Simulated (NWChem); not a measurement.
formamidinium (CH₅N₂ cation); SMILES NC=[NH2+]

```xyz
8

N     -1.1744     0.0000     0.1820
C      0.0000     0.0000    -0.4179
N      1.1744     0.0000     0.1820
H     -1.2857     0.0000     1.2019
H     -2.0327     0.0000    -0.3766
H      0.0000     0.0000    -1.5215
H      1.2857     0.0000     1.2019
H      2.0327     0.0000    -0.3766
```
Atoms are numbered in this order, from 1.

Computed with NWChem. Pople sets run with spherical d functions. All runs use the structure optimised with PBE-D3(BJ)/def2-SVP. B3LYP is NWChem's, with the RPA form of VWN correlation. Atomic charges in e: unrestrained fits to the electrostatic potential beside Mulliken populations; buried atoms are poorly determined by the fit.

For level Hartree-Fock/6-31G*:

| Item | Result |
|---|---|
| ESP N1 | -0.80 |
| Mulliken N1 | -0.86 |
| ESP C2 | 0.69 |
| Mulliken C2 | 0.51 |
| ESP N3 | -0.80 |
| Mulliken N3 | -0.86 |

### Question
How do the values read with level B3LYP/def2-SVP instead?

### Answer
The ESP N1 comes out as -0.58 and the Mulliken N1 is -0.03. The ESP C2 is 0.47, the Mulliken C2 comes out as 0.14 and the ESP N3 is -0.57. The Mulliken N3 is -0.03.
